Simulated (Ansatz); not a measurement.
Total energies of (HCd-mu-Br)2 (Cd₂H₂Br₂) from Ansatz at PBE-D4/def2-TZVP, gas phase (1 Eh = 27.2114 eV = 2625.5 kJ/mol). The reference geometry is relaxed at r2SCAN-D4/def2-SVP.

| state | geometry | energy (Eh) |
| --- | --- | --- |
| charge 0 singlet | reference | -5484.38445 |
| charge 1 doublet | reference | -5484.03867 |
| free Cd atom (singlet) | – | -167.78889 |
| free H atom (doublet) | – | -0.49962 |
| free Br atom (doublet) | – | -2573.72072 |

In the def2 sets Cd takes a core potential; there is no spin–orbit coupling.

**Question.** Work out the vertical ionisation energy to the doublet.

**Answer.** E(charge 1 doublet) − E(charge 0 singlet) = -5484.03867 − (-5484.38445) = 0.34578 Eh = 9.41 eV. For comparison, −ε of the highest occupied level is 7.01 eV at this level, 2.40 eV less.

**Question.** What is the binding energy per atom against free atoms?

**Answer.** Atoms: 2 × (-167.78889) + 2 × (-0.49962) + 2 × (-2573.72072) = -5484.01846 Eh. Binding: -5484.01846 − (-5484.38445) = 0.36599 Eh = 9.96 eV, or 1.66 eV for each of 6 atoms (no zero-point energy, no counterpoise term).

At PBE-D4/def2-TZVP the gap within one spin of the charge 1 doublet nearly closes, so an electron or hole may be smeared out by delocalisation error.
